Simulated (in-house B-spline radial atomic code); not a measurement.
How G0W0 and RPA depend on the start: the nitrogen ion N³⁺

Configuration [He] 2s2. Computed with a B-spline radial code for spherical atoms: all electrons, non-relativistic, point nucleus, each spin shell either full or empty, empty states to l = 9 with an (l + 1/2)⁻⁴ tail; G0W0 by contour deformation at full frequency.

```json
{"start": "Hartree-Fock", "mean-field 2s (eV)": "-75.29", "G0W0 (eV)": "-77.05", "QP weight": "0.970", "RPA correlation (Eh)": "-0.18133"}
{"start": "LDA VWN5", "mean-field 2s (eV)": "-67.76", "G0W0 (eV)": "-77.50", "QP weight": "0.934", "RPA correlation (Eh)": "-0.25375"}
{"start": "PBE", "mean-field 2s (eV)": "-68.08", "G0W0 (eV)": "-77.45", "QP weight": "0.935", "RPA correlation (Eh)": "-0.25207"}
{"start": "PBE0", "mean-field 2s (eV)": "-70.14", "G0W0 (eV)": "-77.36", "QP weight": "0.948", "RPA correlation (Eh)": "-0.22495"}
{"start": "r2SCAN", "mean-field 2s (eV)": "-68.48", "G0W0 (eV)": "-77.46", "QP weight": "0.940", "RPA correlation (Eh)": "-0.24228"}
{"start": "HSE06", "mean-field 2s (eV)": "-69.72", "G0W0 (eV)": "-77.37", "QP weight": "0.946", "RPA correlation (Eh)": "-0.22888"}
{"start": "B3LYP (VWN-RPA)", "mean-field 2s (eV)": "-69.82", "G0W0 (eV)": "-77.38", "QP weight": "0.945", "RPA correlation (Eh)": "-0.2301"}
{"start": "SCAN", "mean-field 2s (eV)": "-68.51", "G0W0 (eV)": "-77.46", "QP weight": "0.940", "RPA correlation (Eh)": "-0.24278"}
{"start": "TPSS", "mean-field 2s (eV)": "-68.45", "G0W0 (eV)": "-77.43", "QP weight": "0.938", "RPA correlation (Eh)": "-0.24568"}
{"start": "BHandHLYP", "mean-field 2s (eV)": "-72.12", "G0W0 (eV)": "-77.25", "QP weight": "0.957", "RPA correlation (Eh)": "-0.20661"}
{"start": "CAM-B3LYP", "mean-field 2s (eV)": "-71.73", "G0W0 (eV)": "-77.30", "QP weight": "0.954", "RPA correlation (Eh)": "-0.21315"}
{"start": "LC-wPBE", "mean-field 2s (eV)": "-73.38", "G0W0 (eV)": "-77.25", "QP weight": "0.960", "RPA correlation (Eh)": "-0.20444"}
{"start": "wB97X", "mean-field 2s (eV)": "-72.79", "G0W0 (eV)": "-77.23", "QP weight": "0.960", "RPA correlation (Eh)": "-0.20436"}
{"start": "PBEsol", "mean-field 2s (eV)": "-67.81", "G0W0 (eV)": "-77.46", "QP weight": "0.935", "RPA correlation (Eh)": "-0.25177"}
{"start": "BLYP", "mean-field 2s (eV)": "-68.03", "G0W0 (eV)": "-77.43", "QP weight": "0.934", "RPA correlation (Eh)": "-0.25285"}
{"start": "r2SCAN0", "mean-field 2s (eV)": "-70.37", "G0W0 (eV)": "?", "QP weight": "?", "RPA correlation (Eh)": "?"}
{"start": "LDA exchange-only", "mean-field 2s (eV)": "-66.15", "G0W0 (eV)": "?", "QP weight": "?", "RPA correlation (Eh)": "?"}
```

(1) What G0W0 level, weight and RPA correlation energy follow from the r2SCAN0 start?

(2) What G0W0 level, weight and RPA correlation energy follow from the LDA exchange-only start?

(3) How much of the dependence on the start does G0W0 remove?

Answers

(1) G0W0 level -77.36 eV, weight 0.951, RPA correlation -0.22032 hartree.

(2) G0W0 level -77.42 eV, weight 0.936, RPA correlation -0.25278 hartree.

(3) The mean-field levels span 9.14 eV and the G0W0 levels 0.449 eV. Against 77.474 eV (NIST, measured) the G0W0 removal energies are off by -0.42 to +0.03 eV.
